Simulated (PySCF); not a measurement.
A run for PySCF: R-BP86/6-31G* on CH6AlN (SMILES [CH3][AlH][NH2]).

```python
from pyscf import gto, scf, dft, mp
from pyscf.data.elements import chemcore

mol = gto.M(
    atom='''
    C    -1.47380810   -0.00455960   -0.18138488
    Al    0.32410910    0.53975290    0.35448705
    N     1.71693362   -0.47384127   -0.06900602
    H    -1.94323224    0.75455457   -0.81437571
    H    -2.12471659   -0.12628799    0.68970829
    H    -1.48055423   -0.94684251   -0.73399481
    H     0.63552966    1.86182612    1.16371998
    H     1.67254999   -1.34135562   -0.58092736
    H     2.67318879   -0.26324659    0.17177347
    ''',
    basis='6-31g*',
    cart=True,
    charge=0, spin=0, verbose=3, max_memory=1800)
mf = dft.RKS(mol, xc='b88,p86')
mf.conv_tol = 1e-8
mf.max_cycle = 100
mf.kernel()
if not mf.converged:
    mf = mf.newton().run(mf.mo_coeff, mf.mo_occ)
```

### Question
What total energy does the run end on?

### Answer
-338.9266 hartree.
